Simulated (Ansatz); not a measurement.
Reaction (ligand exchange at the Al–Se bond): `C[Se][AlH][F]` + H₂Se → `[F][AlH][SeH]` + `C[SeH]`

Program: Ansatz. Geometries: PBE0-D4/def2-TZVP. ΔE: electronic, gas phase. CCSD(T)/CBS adds triple-zeta CCSD(T) − MP2 to the extrapolated MP2 energy (def2 sets, frozen cores). DFT in def2-TZVPP. For Se outer-core shells are correlated without core-valence functions, which leaves a few kJ/mol of doubt a bond. Scalar relativity is left out up to krypton. Each species was taken in one conformer, which may not be the lowest.

| species | LDA (SPW92) energy (Eh) |
| --- | --- |
| `C[Se][AlH][F]` | -2779.01972 |
| H₂Se | -2399.30262 |
| `[F][AlH][SeH]` | -2740.07152 |
| `C[SeH]` | -2438.25205 |

Problem. Work out ΔE.

Solution. ΔE = (-2740.07152) + (-2438.25205) − (-2779.01972) − (-2399.30262) = -0.00123 Eh = -0.8 kcal/mol. CCSD(T)/CBS gives -1.3 kcal/mol.

Problem. What do rigid-rotor, harmonic-oscillator terms from PBE0-D4/def2-TZVP frequencies (298.15 K, 1 bar) make of the CCSD(T)/CBS value? (Estimate.)

Solution. Ansatz gave: ΔZPE = +0.6 kcal/mol, ΔH = -1.3 kcal/mol, ΔS = 6 J/(mol·K), ΔG = -1.7 kcal/mol.

Largest T1 diagnostic among the species: 0.011.

Leaving LDA and LC-ωPBE aside and taking each functional with its dispersion term where it has one, the values, not all of them listed here, spread over 0.7 kcal/mol, from B2PLYP to BLYP-D4. In def2-TZVPP, CCSD(T) changes the Hartree–Fock value by +1.1 kcal/mol (the triples alone add +0.3 kcal/mol) and MP2 by +1.2 kcal/mol.
